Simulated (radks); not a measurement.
Problem. The mean radii <r> (bohr) of the occupied orbitals of an atom or ion are listed with their occupations. All-electron calculation, scalar-relativistic Kohn-Sham, LDA (Slater exchange, Perdew-Wang correlation), spin-polarised, spherical densities, finite nucleus; Fermi nuclear charge, rms radius of each element as measured or else 0.836 A^(1/3) + 0.57 fm. Program: a radial shooting solver on a logarithmic mesh with Libxc functionals.

orbital  occ.      <r>
1s          2  0.04867
2s          2   0.2182
2p          6   0.1909
3s          2   0.6532
3p          6   0.6795
3d         10   0.7871

Name the element and its charge. Open shells, if any, are filled with parallel spins first.

Solution. Z = 31, gallium, charge +3: Ga3+ in [Ar] 3d10. The 1s radius gives Z: for a bare nucleus <r> = (2 gamma + 1)/(2Z) with gamma = sqrt(1 - (Z/c)^2), 0.04755 bohr for Z = 31, and screening makes it slightly larger (0.04867 here). The occupations add up to 28, and the charge is Z minus that.
